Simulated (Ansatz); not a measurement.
Several settings on one geometry of Li14 (that of the charge 0 singlet, B3LYP/def2-SVP). Ansatz on 4 threads of Arm Neoverse V1 on a shared host; times are rough.

```xyz
14

Li   -2.977    0.135    1.404
Li   -0.040    0.758    0.904
Li    0.528    1.117   -1.709
Li    3.988   -2.315    0.004
Li   -1.792   -0.704   -1.037
Li    1.076    3.424    0.196
Li   -1.909    2.435   -0.563
Li    1.827   -1.375    1.931
Li   -1.027   -2.169    1.296
Li   -3.819   -2.662    0.152
Li    1.433   -4.124    0.810
Li   -1.076   -3.636   -1.138
Li    1.168   -1.638   -0.674
Li    2.910    0.742    0.096
```

Totals from different functionals, basis sets or treatments of relativity can't be compared as stabilities.

The 6-31G sets use Cartesian d functions. B3LYP takes the VWN-RPA correlation.

The spins typed aren't always the lowest for that charge.

**Question.** Give the basis size and estimate the energy, ⟨S²⟩, dipole and time of these runs.

| run | method | charge | state | further keys |
| --- | --- | --- | --- | --- |
| 1 | RKS ωB97/def2-TZVP | 0 | singlet | pseudopotentials: {relativity: none}; scf: {omitted_lower_state_checks: [starts]}; forces asked |
| 2 | RKS B3LYP/6-31G* | 0 | singlet | scf: {lower_state_search: light}; forces asked |
| 3 | RKS CAM-B3LYP/pcseg-2 | 0 | singlet | forces asked |
| 4 | ROKS SVWN5/def2-SVPD | 0 | triplet | scf: {lower_state_search: full}; forces asked |

**Answer.** 
```csv
run,functions,energy (Eh),⟨S²⟩,dipole (D),wall time
1,196,-105.1642,–,0.46,45 s
2,210,-105.3535,–,0.36,11 s
3,210,-105.0657,–,0.49,16 s
4,168,-103.3113,–,0.26,89 s
```

The restricted singlet is unstable towards broken spin symmetry in Hartree–Fock (as tested in another run); at RKS ωB97/def2-TZVP, RKS B3LYP/6-31G*, RKS CAM-B3LYP/pcseg-2 this wasn't settled.
